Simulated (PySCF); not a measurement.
Two species compared at the same levels of theory.

First species: H8P4Si.
Atom-mapped SMILES: `[PH2:1][Si:2]([PH2:3])([PH2:4])[PH2:5]` (hydrogens: H6, H7 on P1; H8, H9 on P3; H10, H11 on P4; H12, H13 on P5)

Structure used (GFN2-xTB), in Å, numbered top down from 1:
```xyz
13
H8P4Si angstrom
P     -0.8237   -0.7445    2.0210
Si     0.1656   -0.0403    0.0836
P      2.0216   -1.3343   -0.1966
P      0.7169    2.1486    0.4516
P     -1.0399   -0.2714   -1.8598
H     -1.2079   -1.9661    1.4931
H     -2.0481   -0.1673    1.7233
H      2.6730   -0.7829    0.8912
H      2.6133   -0.4453   -1.0761
H     -0.5652    2.6180    0.2121
H      1.0947    2.3592   -0.8646
H     -2.2126    0.2132   -1.2985
H     -1.3920   -1.5864   -1.5978
```

Second species: C5H10O3.
InChI=1S/C5H10O3/c1-2-5(7)8-4-3-6/h6H,2-4H2,1H3

Levels: CAM-B3LYP/def2-SVPD for HOMO energy, LUMO energy, HOMO–LUMO gap and static isotropic polarisability; TDDFT CAM-B3LYP/def2-SVPD for lowest singlet excitation; TDA CAM-B3LYP/def2-SVPD for lowest triplet excitation (Tamm–Dancoff). Geometries: GFN2-xTB. Each structure is a single optimised conformer of the isolated species, non-relativistic unless stated; the electronic structure was computed with PySCF and density fitting.

Dipoles, sizes and rotational constants follow the conformer. The torsions of the flexible species, by atom-mapped SMILES:
- `[PH2:1][Si:2]([PH2:3])([PH2:4])[PH2:5]`: H–P1–Si2–P3 -69°, H–P1–Si2–P3 -162°, H–P3–Si2–P1 -68°, H–P3–Si2–P1 -161°, H–P4–Si2–P1 -80°, H–P4–Si2–P1 -172°, H–P5–Si2–P1 45°, H–P5–Si2–P1 -48°

The conformers of `CCC(=O)OCCO` aren't listed.

```csv
property,column X,column Y
HOMO energy,-8.28 eV,-9.19 eV
LUMO energy,0.27 eV,0.96 eV
HOMO–LUMO gap,8.55 eV,10.15 eV
lowest singlet excitation,5.83 eV,6.06 eV
lowest triplet excitation (Tamm–Dancoff),4.78 eV,5.57 eV
static isotropic polarisability,139.3 au,72.1 au
```

Which column belongs to which species?

Column X is the first species and column Y the second. The first has 13 atoms and 82 electrons, the second 18 and 64.

How does each property change from the first species to the second?

HOMO energy -0.91 eV; LUMO energy +0.69 eV; HOMO–LUMO gap +1.60 eV; lowest singlet excitation +0.23 eV; lowest triplet excitation (Tamm–Dancoff) +0.79 eV; static isotropic polarisability -67.2 au.

On the first: S1 lies 2.72 eV below the HOMO–LUMO gap; its leading configuration is HOMO→LUMO, weight 0.93. The principal polarisabilities are 136.1, 138.8 and 142.8 au; their mean is the isotropic value.

On the second: S1 lies 4.09 eV below the HOMO–LUMO gap; its leading configuration is HOMO−1→LUMO, weight 0.48. No computed singlet falls in the visible range (750 to 380 nm, 1.65 to 3.26 eV); S1 lies 2.80 eV above its blue end.
